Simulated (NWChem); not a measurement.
System: CH4Cl2Ge; SMILES [GeH]([CH3])([Cl])[Cl]

Input file for NWChem:

```
start job
memory heap 200 mb stack 900 mb global 1100 mb
geometry units angstroms noautoz
  Ge    -0.318142    -0.000781     0.357035
  C     -2.002279    -0.003136    -0.619676
  Cl     0.824066    -1.759927    -0.226300
  Cl     0.820652     1.759807    -0.228502
  H     -0.409996     0.000052     1.900797
  H     -2.583534    -0.907092    -0.353138
  H     -2.581724     0.904176    -0.360788
  H     -1.790346    -0.007977    -1.705387
end
basis spherical
  * library 3-21g
end
dft
  xc xtpss03 ctpss03
  iterations 150
  mulliken
end
task dft energy
```

Excerpt of the output:

```
             Northwest Computational Chemistry Package (NWChem) 7.3.0
             --------------------------------------------------------

 C1  symmetry detected

                             Geometry "geometry" -> ""
                             -------------------------

 Output coordinates in angstroms (scale by  1.889725989 to convert to a.u.)

  No.       Tag          Charge          X              Y              Z
 ---- ---------------- ---------- -------------- -------------- --------------
    1 Ge                  32.0000    -0.30645277     0.00001974     0.35634187
    2 C                    6.0000    -1.96465568    -0.00014332    -0.66378089
    3 Cl                  17.0000     0.84889029    -1.75984118    -0.19826199
    4 Cl                  17.0000     0.84879534     1.75989516    -0.19828929
    5 H                    1.0000    -0.43837003    -0.00001558     1.89719774
    6 H                    1.0000    -2.55347439    -0.90371561    -0.41301014
    7 H                    1.0000    -2.54978834     0.90755426    -0.41944620
    8 H                    1.0000    -1.72460033    -0.00451254    -1.74362428

 Effective nuclear repulsion energy (a.u.)     454.6854469834

                                 NWChem DFT Module
                                 -----------------

 Summary of "ao basis" -> "ao basis" (spherical)
 ------------------------------------------------------------------------------
       Tag                 Description            Shells   Functions and Types
 ---------------- ------------------------------  ------  ---------------------
 Ge                          3-21g                  10       22   5s4p1d
 C                           3-21g                   5        9   3s2p
 Cl                          3-21g                   7       13   4s3p
 H                           3-21g                   2        2   2s

            General Information
            -------------------
          SCF calculation type: DFT
          Wavefunction type:  closed shell.
          No. of atoms     :     8
          No. of electrons :    76
           Alpha electrons :    38
            Beta electrons :    38
          Charge           :     0
          Spin multiplicity:     1
          Use of symmetry is: off; symmetry adaption is: off
          Maximum number of iterations: 150
          AO basis - number of functions:    65
                     number of shells:    37
          Convergence on energy requested:  1.00D-06
          Convergence on density requested:  1.00D-05
          Convergence on gradient requested:  5.00D-04

              XC Information
              --------------
                  TPSS metaGGA Exchange Functional  1.000
             TPSS03 metaGGA Correlation Functional  1.000

             Grid Information
             ----------------
          Grid used for XC integration:  medium
          Radial quadrature: Mura-Knowles
          Angular quadrature: Lebedev.
          Tag              B.-S. Rad. Rad. Pts. Rad. Cut. Ang. Pts.
          ---              ---------- --------- --------- ---------
          Ge                  1.25      112           8.0       590
          C                   0.70       49           9.0       434
          Cl                  1.00       88          10.0       590
          H                   0.35       45          11.0       434
          Grid pruning is: on
          Number of quadrature shells:   517
          Spatial weights used:  Erf1

      Superposition of Atomic Density Guess
      -------------------------------------

 Sum of atomic energies:       -3019.29770043

      Non-variational initial energy
      ------------------------------

 Total energy =   -3020.531136
 1-e energy   =   -5109.960853
 2-e energy   =    1634.744270
 HOMO         =      -0.347443
 LUMO         =       0.056959

     ---------------------------------------------
      Total Density - Mulliken Population Analysis
     ---------------------------------------------

    Atom       Charge   Shell Charges
 -----------   ------   -------------------------------------------------------
    1 Ge  32    30.45   2.00  2.00  5.99  2.00  5.94  0.72  1.03  0.42  0.38  9.97
    2 C    6     7.10   1.99  0.39  1.58  1.19  1.95
    3 Cl  17    17.59   2.00  1.96  5.91  1.13  3.14  0.89  2.56
    4 Cl  17    17.59   2.00  1.96  5.91  1.13  3.14  0.89  2.56
    5 H    1     1.09   0.39  0.71
    6 H    1     0.73   0.40  0.33
    7 H    1     0.73   0.40  0.33
    8 H    1     0.73   0.40  0.33

   convergence    iter        energy       DeltaE   RMS-Dens  Diis-err
 ---------------- ----- ----------------- --------- --------- ---------
 d= 0,ls=0.0,diis     1  -3023.2222724586 -3.48D+03  2.51D-02  5.58D-01
 d= 0,ls=0.0,diis     2  -3023.2070670509  1.52D-02  1.68D-02  4.89D-01
 d= 0,ls=0.0,diis     3  -3023.2907727895 -8.37D-02  4.12D-03  5.94D-02
 d= 0,ls=0.0,diis     4  -3023.3002764550 -9.50D-03  9.72D-04  3.24D-03
 d= 0,ls=0.0,diis     5  -3023.3007384698 -4.62D-04  2.74D-04  3.30D-04
  Resetting Diis
 d= 0,ls=0.0,diis     6  -3023.3007835217 -4.51D-05  6.05D-05  1.31D-05
 d= 0,ls=0.0,diis     7  -3023.3007855377 -2.02D-06  2.81D-05  3.19D-07
 d= 0,ls=0.0,diis     8  -3023.3007855059  3.18D-08  1.43D-05  5.87D-07
 d= 0,ls=0.0,diis     9  -3023.3007856118 -1.06D-07  2.06D-06  8.67D-09

         Total DFT energy =    -3023.300785611817
      One electron energy =    -5108.842038392841
           Coulomb energy =     1773.174497557088
    Exchange-Corr. energy =     -142.318691759421
 Nuclear repulsion energy =      454.685446983355

 Numeric. integr. density =       76.000001245934

                       DFT Final Molecular Orbital Analysis
                       ------------------------------------

[...]
```

Level: TPSS/3-21G. The geometry was optimised at PBE-D3(BJ)/def2-SVP.
